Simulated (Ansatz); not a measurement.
These are Ansatz (a first-principles code) with frozen-core CCSD(T)/cc-pVTZ // PBE-D3(BJ)/def2-TZVP values and carry that method's errors.

Ansatz 0.2 input:
```yaml
crystal:
  periodic: [false, false, false]
  atoms:
    - { symbol: F, position_ang: [0.372803, -2.504779, -0.472676] }
    - { symbol: Si, position_ang: [0.341267, -1.057669, 0.282973] }
    - { symbol: Si, position_ang: [1.835034, 0.429923, -0.761124] }
    - { symbol: Si, position_ang: [-1.859295, -0.219535, 0.220445] }
    - { symbol: S, position_ang: [-1.607603, 1.855427, 0.766236] }
    - { symbol: H, position_ang: [0.755754, -1.287795, 1.70515] }
    - { symbol: H, position_ang: [3.222183, -0.130836, -0.777437] }
    - { symbol: H, position_ang: [1.829582, 1.706999, 0.019202] }
    - { symbol: H, position_ang: [1.398608, 0.71009, -2.163362] }
    - { symbol: H, position_ang: [-2.436269, -0.363187, -1.154196] }
    - { symbol: H, position_ang: [-2.769776, -0.916037, 1.183873] }
    - { symbol: H, position_ang: [-2.934691, 2.118159, 0.844686] }
basis:
  gaussian: { orbitals: cc-pVTZ }
correlation:
  method: ccsd_t
```

Output:

```
Functional definition: HF
1524 factors; integrals over basis functions are off by at most 1.1e-3 eV
mean field evaluation 1: about -37222.4123 eV, gradient 3.1e1 eV
mean field evaluation 2: about -37222.7512 eV, gradient 3.1e1 eV
mean field evaluation 4: about -37225.7250 eV, gradient 3.9e0 eV
mean field evaluation 8: about -37225.8098 eV, gradient 2.3e-1 eV
mean field evaluation 16: about -37225.8101 eV, gradient 1.6e-6 eV
mean field -37225.81012505 eV, -1368.0232895352 hartree, gradient 1.6e-6 eV, S^2 0.000000; 0 other end points of the search recorded, 0 dependent functions left out
21 core orbitals not correlated
reference -37225.81012505 eV, -1368.0232895352 hartree; 16, 16 occupied and 227, 227 virtual orbitals, 1524 factors
second order -21.72967084 eV of doubles, -0.00000000 eV of singles
cycle   1  -22.94534599 eV  change    -1.2e0 eV  update   1.1e-1
cycle   2  -23.59178120 eV  change   -6.5e-1 eV  update   3.5e-2
cycle   3  -23.71765969 eV  change   -1.3e-1 eV  update   1.8e-2
cycle   4  -23.70722544 eV  change    1.0e-2 eV  update   4.3e-3
cycle   5  -23.70425761 eV  change    3.0e-3 eV  update   1.7e-3
cycle   6  -23.70437557 eV  change   -1.2e-4 eV  update   5.3e-4
cycle   7  -23.70406646 eV  change    3.1e-4 eV  update   1.8e-4
cycle   8  -23.70402893 eV  change    3.8e-5 eV  update   5.8e-5
cycle   9  -23.70406817 eV  change   -3.9e-5 eV  update   2.4e-5
perturbative correction -0.87001951 eV, -0.0319726272 hartree
Total energy: -37250.38421273 eV, -1368.9263706006 hartree
```

Cost: roughly 13 core-minutes.
